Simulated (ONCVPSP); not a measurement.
Transferability test, ONCV potential for oxygen

O, optimised norm-conserving Vanderbilt (ONCV), made with ONCVPSP 4.0.1 (PBE, scalar-relativistic). Core [He], reference 2s1.75 2p4.25. Waves: 2s: rc 0.75 bohr, ncon 4, nbas 8, qcut 9.9 1/bohr, 2 projectors, debl 4 Ha; 2p: rc 1.90 bohr, ncon 4, nbas 8, qcut 5.8 1/bohr, 2 projectors, debl 3.6 Ha. Local part: polynomial inside 0.50 bohr (lpopt 5, dvloc0 6 Ha). Core correction: none.

Energies are relative to the spin-unpolarised reference configuration 2s1.75 2p4.25; without spin polarisation the order of configurations can differ from experiment.

```json
{"valence configuration": "2s2 2p4", "charge": "0", "ΔE all-electron (eV)": "-3.734", "error AE − PS (meV)": "-1.4"}
{"valence configuration": "2s2 2p3", "charge": "+1", "ΔE all-electron (eV)": "12.697", "error AE − PS (meV)": "+181"}
{"valence configuration": "2s1 2p5", "charge": "0", "ΔE all-electron (eV)": "11.216", "error AE − PS (meV)": "-13"}
```

(1) What are ΔE and the potential's error for 2s2 2p2?

Levels in the configuration 2s2 2p2:

| level | all-electron (eV) | pseudo (eV) |
| --- | --- | --- |
| 2s | -58.346 | -57.706 |
| 2p | -43.242 | -41.781 |

Answers

(1) ΔE = 46.283 eV all-electron; the error (AE − PS) is +1050 meV.
